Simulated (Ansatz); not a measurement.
Mulliken charges of `O[SiH](Cl)[S][GeH2][Cl]` from ωB97M-V/def2-TZVPP in Ansatz (PBE0-D4/def2-TZVP geometry).

```json
{"atom": "O1", "x (Å)": "-0.528", "y (Å)": "0.054", "z (Å)": "1.571", "charge (e)": "-0.349"}
{"atom": "Si2", "x (Å)": "-0.564", "y (Å)": "-1.221", "z (Å)": "0.550", "charge (e)": "0.486"}
{"atom": "Cl3", "x (Å)": "-2.155", "y (Å)": "-2.452", "z (Å)": "0.924", "charge (e)": "-0.194"}
{"atom": "S4", "x (Å)": "-0.838", "y (Å)": "-0.469", "z (Å)": "-1.410", "charge (e)": "-0.276"}
{"atom": "Ge5", "x (Å)": "0.480", "y (Å)": "1.307", "z (Å)": "-1.254", "charge (e)": "0.309"}
{"atom": "Cl6", "x (Å)": "2.425", "y (Å)": "0.715", "z (Å)": "-0.530", "charge (e)": "-0.275"}
{"atom": "H7", "x (Å)": "-0.073", "y (Å)": "-0.057", "z (Å)": "2.408", "charge (e)": "0.190"}
{"atom": "H8", "x (Å)": "0.650", "y (Å)": "-2.046", "z (Å)": "0.695", "charge (e)": "-0.015"}
{"atom": "H9", "x (Å)": "-0.060", "y (Å)": "2.343", "z (Å)": "-0.271", "charge (e)": "0.067"}
{"atom": "H10", "x (Å)": "0.662", "y (Å)": "1.826", "z (Å)": "-2.684", "charge (e)": "0.057"}
```

Problem. By hand: the dipole of these point charges (1 e Å = 4.8032 D).

Solution. Σ q r = (0.051, 0.481, -0.037) e Å, of length 0.485 e Å = 2.33 D.

Problem. How does the dipole of the full density compare? (Best estimate.)

Solution. Ansatz gave: (0.095, 0.259, 0.184) e Å, 1.59 D; the point charges give 1.47 times that, at 40° from its direction.

Point charges leave out the atoms' own dipoles, such as those of lone pairs, and Mulliken's split depends on the basis, so the two needn't agree.
